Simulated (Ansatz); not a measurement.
`C[O][Zn][O][SiH3]` + `CBS` → `CBS[SiH3]` + `C[O][Zn][OH]`  (ligand exchange at the Si–O bond)

Program: Ansatz. Geometries: PBE0-D4/def2-TZVP. ΔE: electronic, gas phase. CCSD(T)/CBS is the MP2 limit (def2-TZVPP, def2-QZVPP) plus CCSD(T) − MP2 in def2-TZVPP, frozen cores. Functionals use def2-TZVPP. For Zn outer-core shells are correlated without core-valence functions, which leaves a few kJ/mol of doubt a bond. Scalar relativity is left out up to krypton. One conformer a species, not always the lowest.

```json
{"level": "PBE-D4", "ΔE (kcal/mol)": "9.3"}
{"level": "PBE", "ΔE (kcal/mol)": "9.9"}
{"level": "BLYP", "ΔE (kcal/mol)": "13.5"}
{"level": "PBE0", "ΔE (kcal/mol)": "11.6"}
{"level": "r2SCANh", "ΔE (kcal/mol)": "13.1"}
{"level": "r2SCAN0", "ΔE (kcal/mol)": "13.7"}
{"level": "BHLYP", "ΔE (kcal/mol)": "16.9"}
{"level": "HF/def2-SVP", "ΔE (kcal/mol)": "21.4"}
```

Problem. What does CCSD(T)/CBS give? (Estimate.)

Solution. Ansatz gave: +13.4 kcal/mol. The listed levels differ from it by -4.1, -3.5, 0.1, -1.8, -0.3, 0.3, 3.5, 8.0 kcal/mol.

Largest T1 diagnostic among the species: 0.017.

Leaving LDA and LC-ωPBE aside and taking each functional with its dispersion term where it has one, the values, not all of them listed here, spread over 7.2 kcal/mol, from revPBE-D4 to BHLYP-D4. At CCSD(T), def2-SVP lies +5.2 kcal/mol from the extrapolated value and def2-TZVPP +1.1 kcal/mol. The D4 term adds −0.9 kcal/mol with B3LYP and −0.5 kcal/mol with PBE0; it sums over pairs of atoms, weighted by their polarisabilities, and B3LYP, whose exchange is more repulsive, gets the larger term.

B3LYP here is the variant with VWN-RPA as its local correlation; programs differ in this.
